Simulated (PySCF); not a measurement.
ReF6, SMILES [F][Re+]([F])([F])([F])([F])[F], charge +1, multiplicity 1. The structure is a stationary point at PBE-D3(BJ)/def2-SVP. The multiplicity is an assumed one; no other spin state was optimised. The isomer is the one that the SMILES or the coordinates give; other isomers of the formula were not compared. The def2 effective core potentials stand for the cores of Re; spin–orbit coupling is left out.

### Question
Give the equilibrium geometry at PBE-D3(BJ)/def2-SVP (PySCF confirms it by a frequency run) as Cartesian coordinates in Å, and its point group. (Estimate from the structure and the level; the computed values follow.)

### Answer
point group Oh.
```xyz
7

Re     0.0000     0.0000     0.0000
F      0.0000     1.8210     0.0000
F      0.0000    -1.8210     0.0000
F      0.0000     0.0000    -1.8210
F      1.8210     0.0000     0.0000
F     -1.8210     0.0000     0.0000
F      0.0000     0.0000     1.8210
```
Charge +1, spin multiplicity 1.
